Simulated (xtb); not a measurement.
Species: [Hf(H)4] (charge 0, multiplicity 1).

### Question
Give a relaxed geometry from GFN2-xTB run with xtb 6.7.1.

### Answer
the end point of this relaxation.
Z-matrix (Å, degrees):
```
Hf
H 1 1.8636
H 1 1.8636 2 109.47
H 1 1.8636 2 109.47 3 -120.00
H 1 1.8636 2 109.47 4 -120.00
```
